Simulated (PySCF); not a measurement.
H$_{3}$O$_{3}$Sn (SMILES [OH][Sn+]([OH])[OH]), charge +1, singlet, at a GFN2-xTB geometry (such geometries of metal compounds can be far from the true shape) (core potentials on Sn); TPSS/def2-SVP (PySCF).

PySCF was given this input:
```python
from pyscf import gto, scf, dft

mol = gto.M(
    atom='''
Sn    0.019422   -0.007141   -0.004427
O     1.669592   -0.376531   -0.741890
H     1.965869    0.020640   -1.580091
O    -0.415834   -0.820580    1.577137
H    -1.290427   -0.624364    1.967327
O    -1.304591    1.114475   -0.669367
H    -1.239878    1.621844   -1.492950
''',
    basis='def2-svp',
    ecp={'Sn': 'def2-svp'},
    charge=1,
    spin=0,
    verbose=4,
    symmetry=True,
)

mf = dft.RKS(mol)
mf.xc = 'tpss'
mf.irrep_nelec = {"A'": 34, 'A"': 14}
mf.kernel()
mf.analyze()
```

What the program printed (banner, timings and long lists left out):

```
PySCF version 2.14.0

[INPUT] verbose = 4
[INPUT] num. atoms = 7
[INPUT] num. electrons = 48
[INPUT] charge = 1
[INPUT] spin (= nelec alpha-beta = 2S) = 0
[INPUT] symmetry True subgroup None
[INPUT] Mole.unit = angstrom
[INPUT] Symbol           X                Y                Z      unit          X                Y                Z       unit  Magmom
[...]
nuclear repulsion = 217.615382793812
point group symmetry = Cs
symmetry origin: [-2.30695693e-17 -4.41754159e-07 -5.89005545e-07]
symmetry axis x: [ 0.28852389 -0.6253807   0.72501927]
symmetry axis y: [ 0.87133299 -0.14239601 -0.46957662]
symmetry axis z: [-0.396904   -0.76721728 -0.50383019]
num. orbitals of irrep A' = 60
num. orbitals of irrep A" = 23
number of shells = 37
number of NR pGTOs = 154
number of NR cGTOs = 83
basis = def2-svp
ecp = {'Sn': 'def2-svp'}

******** <class 'pyscf.dft.rks_symm.SymAdaptedRKS'> ********
method = SymAdaptedRKS
initial guess = minao
damping factor = 0
level_shift factor = 0
DIIS = <class 'pyscf.scf.diis.CDIIS'>
diis_start_cycle = 1
diis_space = 8
diis_damp = 0
SCF conv_tol = 1e-09
SCF conv_tol_grad = None
SCF max_cycles = 50
direct_scf = True
direct_scf_tol = 1e-13
XC library pyscf.dft.libxc version 7.1.2
    S. Lehtola, C. Steigemann, M. J. T. Oliveira, and M. A. L. Marques,  SoftwareX 7, 1–5 (2018)
XC functionals = tpss
    J. Tao, J. P. Perdew, V. N. Staroverov, and G. E. Scuseria,  Phys. Rev. Lett. 91, 146401 (2003)
    J. P. Perdew, J. Tao, V. N. Staroverov, and G. E. Scuseria,  J. Chem. Phys. 120, 6898 (2004)
    J. Tao, J. P. Perdew, V. N. Staroverov, and G. E. Scuseria,  Phys. Rev. Lett. 91, 146401 (2003)
    J. P. Perdew, J. Tao, V. N. Staroverov, and G. E. Scuseria,  J. Chem. Phys. 120, 6898 (2004)
radial grids:
    Treutler-Ahlrichs [JCP 102, 346 (1995); DOI:10.1063/1.469408] (M4) radial grids

becke partition: Becke, JCP 88, 2547 (1988); DOI:10.1063/1.454033
pruning grids: <function nwchem_prune>
grids dens level: 3
symmetrized grids: True
atomic radii adjust function: <function treutler_atomic_radii_adjust>
small_rho_cutoff = 0
Freeze 48 electrons in irreps ["A'", 'A"']
    0 free electrons in irreps
Set gradient conv threshold to 3.16228e-05
Initial guess from minao.
tot grids = 93632
init E= -419.107948527644
HOMO (A") = -0.695639770966825  LUMO (A') = -0.85945561534588  gap/eV = -4.45766

WARN: A' LUMO -0.85945561534588 < system HOMO -0.695639770966825

WARN: A" HOMO -0.695639770966825 > system LUMO -0.85945561534588

cycle= 1 E= -439.095556298433  delta_E=  -20  |g|= 2.76  |ddm|= 7.84
HOMO (A") = -0.0306885163744277  LUMO (A') = -0.289533945876127  gap/eV = -7.04354

WARN: A' LUMO -0.289533945876127 < system HOMO -0.0306885163744277

WARN: A" HOMO -0.0306885163744277 > system LUMO -0.289533945876127

cycle= 2 E= -436.580890398589  delta_E= 2.51  |g|= 4.57  |ddm|= 7.74
HOMO (A") = -0.206934802059501  LUMO (A') = -0.525969418445534  gap/eV = -8.68137

WARN: A' LUMO -0.525969418445534 < system HOMO -0.206934802059501

WARN: A" HOMO -0.206934802059501 > system LUMO -0.525969418445534

cycle= 3 E= -440.234868949417  delta_E= -3.65  |g|= 1.26  |ddm|=  4.1
HOMO (A") = -0.259237119178431  LUMO (A') = -0.443596834652887  gap/eV = -5.01668

WARN: A' LUMO -0.443596834652887 < system HOMO -0.259237119178431

WARN: A" HOMO -0.259237119178431 > system LUMO -0.443596834652887

cycle= 4 E= -439.150436092219  delta_E= 1.08  |g|= 2.19  |ddm|= 2.41
HOMO (A") = -0.264358261787403  LUMO (A') = -0.584219309772386  gap/eV = -8.70386

WARN: A' LUMO -0.584219309772386 < system HOMO -0.264358261787403

WARN: A" HOMO -0.264358261787403 > system LUMO -0.584219309772386

cycle= 5 E= -440.188551254919  delta_E= -1.04  |g|= 1.13  |ddm|= 2.15
HOMO (A") = -0.26327350907058  LUMO (A') = -0.591054771129166  gap/eV = -8.91938

WARN: A' LUMO -0.591054771129166 < system HOMO -0.26327350907058

WARN: A" HOMO -0.26327350907058 > system LUMO -0.591054771129166

cycle= 6 E= -440.006328856081  delta_E= 0.182  |g|= 1.22  |ddm|= 1.91
HOMO (A") = -0.260129778933834  LUMO (A') = -0.558194827986995  gap/eV = -8.11076

WARN: A' LUMO -0.558194827986995 < system HOMO -0.260129778933834

WARN: A" HOMO -0.260129778933834 > system LUMO -0.558194827986995

cycle= 7 E= -440.107498224635  delta_E= -0.101  |g|= 1.19  |ddm|= 1.97
HOMO (A") = -0.25660526471369  LUMO (A') = -0.577925830113838  gap/eV = -8.74358

WARN: A' LUMO -0.577925830113838 < system HOMO -0.25660526471369

WARN: A" HOMO -0.25660526471369 > system LUMO -0.577925830113838

cycle= 8 E= -440.376168980864  delta_E= -0.269  |g|= 0.881  |ddm|= 0.428
HOMO (A") = -0.254958311591381  LUMO (A') = -0.58528829446141  gap/eV = -8.98874

WARN: A' LUMO -0.58528829446141 < system HOMO -0.254958311591381

WARN: A" HOMO -0.254958311591381 > system LUMO -0.58528829446141

cycle= 9 E= -440.165726467105  delta_E= 0.21  |g|= 1.13  |ddm|= 0.435
HOMO (A") = -0.255664024458077  LUMO (A') = -0.585491283329951  gap/eV = -8.97506

WARN: A' LUMO -0.585491283329951 < system HOMO -0.255664024458077

WARN: A" HOMO -0.255664024458077 > system LUMO -0.585491283329951

cycle= 10 E= -440.163783711041  delta_E= 0.00194  |g|= 1.14  |ddm|= 0.00946
HOMO (A") = -0.252767292545093  LUMO (A') = -0.583932976729413  gap/eV = -9.01148

WARN: A' LUMO -0.583932976729413 < system HOMO -0.252767292545093

WARN: A" HOMO -0.252767292545093 > system LUMO -0.583932976729413

cycle= 11 E= -440.146642876155  delta_E= 0.0171  |g|= 1.15  |ddm|= 0.0649
HOMO (A") = -0.251789124502059  LUMO (A') = -0.582711852572314  gap/eV = -9.00487

WARN: A' LUMO -0.582711852572314 < system HOMO -0.251789124502059

WARN: A" HOMO -0.251789124502059 > system LUMO -0.582711852572314

cycle= 12 E= -440.081852672927  delta_E= 0.0648  |g|= 1.16  |ddm|=  1.9
HOMO (A") = -0.252684097373717  LUMO (A') = -0.571127160935021  gap/eV = -8.66528

WARN: A' LUMO -0.571127160935021 < system HOMO -0.252684097373717

WARN: A" HOMO -0.252684097373717 > system LUMO -0.571127160935021

cycle= 13 E= -439.97939440108  delta_E= 0.102  |g|= 1.22  |ddm|= 0.261
[...]

WARN: A' LUMO -0.604057138450286 < system HOMO -0.254166636052692

WARN: A" HOMO -0.254166636052692 > system LUMO -0.604057138450286

cycle= 21 E= -440.556210387438  delta_E= 0.0543  |g|= 0.623  |ddm|= 0.996
HOMO (A") = -0.256158998547538  LUMO (A') = -0.59994637082691  gap/eV = -9.35493

WARN: A' LUMO -0.59994637082691 < system HOMO -0.256158998547538

WARN: A" HOMO -0.256158998547538 > system LUMO -0.59994637082691

cycle= 22 E= -440.664598144968  delta_E= -0.108  |g|= 0.124  |ddm|= 0.688
HOMO (A") = -0.257946121152567  LUMO (A') = -0.597743760704159  gap/eV = -9.24636

WARN: A' LUMO -0.597743760704159 < system HOMO -0.257946121152567

WARN: A" HOMO -0.257946121152567 > system LUMO -0.597743760704159

cycle= 23 E= -440.666160374267  delta_E= -0.00156  |g|= 0.103  |ddm|= 0.0609
HOMO (A") = -0.257805788275254  LUMO (A') = -0.597741186817853  gap/eV = -9.25011

WARN: A' LUMO -0.597741186817853 < system HOMO -0.257805788275254

WARN: A" HOMO -0.257805788275254 > system LUMO -0.597741186817853

cycle= 24 E= -440.644311882617  delta_E= 0.0218  |g|= 0.279  |ddm|=  0.2
HOMO (A") = -0.257863144729495  LUMO (A') = -0.598126825658618  gap/eV = -9.25905

WARN: A' LUMO -0.598126825658618 < system HOMO -0.257863144729495

WARN: A" HOMO -0.257863144729495 > system LUMO -0.598126825658618

cycle= 25 E= -440.659710109696  delta_E= -0.0154  |g|= 0.177  |ddm|= 0.121
HOMO (A") = -0.257823568047654  LUMO (A') = -0.598051584736581  gap/eV = -9.25808

WARN: A' LUMO -0.598051584736581 < system HOMO -0.257823568047654

WARN: A" HOMO -0.257823568047654 > system LUMO -0.598051584736581

cycle= 26 E= -440.65718723143  delta_E= 0.00252  |g|= 0.198  |ddm|= 0.0232
HOMO (A") = -0.257584999363636  LUMO (A') = -0.597866317987319  gap/eV = -9.25953

WARN: A' LUMO -0.597866317987319 < system HOMO -0.257584999363636

WARN: A" HOMO -0.257584999363636 > system LUMO -0.597866317987319

cycle= 27 E= -440.660824695753  delta_E= -0.00364  |g|= 0.166  |ddm|= 0.0337
HOMO (A") = -0.257739263377138  LUMO (A') = -0.598090901163135  gap/eV = -9.26144

WARN: A' LUMO -0.598090901163135 < system HOMO -0.257739263377138

WARN: A" HOMO -0.257739263377138 > system LUMO -0.598090901163135

cycle= 28 E= -440.665136384073  delta_E= -0.00431  |g|= 0.117  |ddm|= 0.0509
HOMO (A") = -0.2576503580134  LUMO (A') = -0.597996809597598  gap/eV = -9.26130

WARN: A' LUMO -0.597996809597598 < system HOMO -0.2576503580134

WARN: A" HOMO -0.2576503580134 > system LUMO -0.597996809597598

cycle= 29 E= -440.668197695874  delta_E= -0.00306  |g|= 0.0594  |ddm|= 0.0583
HOMO (A") = -0.257785855818669  LUMO (A') = -0.59817254713109  gap/eV = -9.26239

WARN: A' LUMO -0.59817254713109 < system HOMO -0.257785855818669

WARN: A" HOMO -0.257785855818669 > system LUMO -0.59817254713109

cycle= 30 E= -440.667477145434  delta_E= 0.000721  |g|= 0.0763  |ddm|= 0.0202
HOMO (A") = -0.257772864333373  LUMO (A') = -0.59816821634517  gap/eV = -9.26263

WARN: A' LUMO -0.59816821634517 < system HOMO -0.257772864333373

WARN: A" HOMO -0.257772864333373 > system LUMO -0.59816821634517

cycle= 31 E= -440.669078345239  delta_E= -0.0016  |g|= 0.0222  |ddm|= 0.0928
HOMO (A") = -0.257767738475399  LUMO (A') = -0.598185000174673  gap/eV = -9.26323

WARN: A' LUMO -0.598185000174673 < system HOMO -0.257767738475399

WARN: A" HOMO -0.257767738475399 > system LUMO -0.598185000174673

cycle= 32 E= -440.669199327938  delta_E= -0.000121  |g|= 0.00874  |ddm|= 0.0279
HOMO (A") = -0.257779267570654  LUMO (A') = -0.598162651884091  gap/eV = -9.26230

WARN: A' LUMO -0.598162651884091 < system HOMO -0.257779267570654

WARN: A" HOMO -0.257779267570654 > system LUMO -0.598162651884091

cycle= 33 E= -440.66922164709  delta_E= -2.23e-05  |g|= 0.000476  |ddm|= 0.00819
HOMO (A") = -0.257774974107451  LUMO (A') = -0.598168997312714  gap/eV = -9.26259

WARN: A' LUMO -0.598168997312714 < system HOMO -0.257774974107451

WARN: A" HOMO -0.257774974107451 > system LUMO -0.598168997312714

cycle= 34 E= -440.669221641079  delta_E= 6.01e-09  |g|= 0.000495  |ddm|= 0.000763
HOMO (A") = -0.257775753887836  LUMO (A') = -0.598168143777565  gap/eV = -9.26255

WARN: A' LUMO -0.598168143777565 < system HOMO -0.257775753887836

WARN: A" HOMO -0.257775753887836 > system LUMO -0.598168143777565

cycle= 35 E= -440.669221684926  delta_E= -4.38e-08  |g|= 0.000308  |ddm|= 0.000216
HOMO (A") = -0.257775810536046  LUMO (A') = -0.598168373280642  gap/eV = -9.26255

WARN: A' LUMO -0.598168373280642 < system HOMO -0.257775810536046

WARN: A" HOMO -0.257775810536046 > system LUMO -0.598168373280642

cycle= 36 E= -440.669221711965  delta_E= -2.7e-08  |g|= 5.44e-05  |ddm|= 0.000339
HOMO (A") = -0.257775791319102  LUMO (A') = -0.59816832338718  gap/eV = -9.26255

WARN: A' LUMO -0.59816832338718 < system HOMO -0.257775791319102

WARN: A" HOMO -0.257775791319102 > system LUMO -0.59816832338718

cycle= 37 E= -440.66922171283  delta_E= -8.65e-10  |g|= 3.96e-06  |ddm|= 5.45e-05
HOMO (A") = -0.25777576233867  LUMO (A') = -0.598168378089604  gap/eV = -9.26255

WARN: A' LUMO -0.598168378089604 < system HOMO -0.25777576233867

WARN: A" HOMO -0.25777576233867 > system LUMO -0.598168378089604

Extra cycle  E= -440.66922168686  delta_E= 2.6e-08  |g|= 0.000299  |ddm|= 0.00028
SCF not converged.
SCF energy = -440.66922168686
**** SCF Summaries ****
Total Energy =                        -440.669221686859771
Nuclear Repulsion Energy =             217.615382793811762
One-electron Energy =                -1108.952020464411589
Two-electron Energy =                  450.667415983740113
Two-electron Coulomb Energy =          495.188597893145243
DFT Exchange-Correlation Energy =      -44.521181909405115
HOMO-LUMO gap [eV] =                    -9.262554865556208
Wave-function symmetry = A'
occupancy for each irrep:     A'   A"
                              17    7
**** MO energy ****
[...]
WARN: System has nonzero charge 1; the dipole moment is origin-dependent.
Location of origin: [0. 0. 0.]

Dipole moment(X, Y, Z, Debye): -0.89064,  1.95917, -2.28174
```

Convergence was not reached.
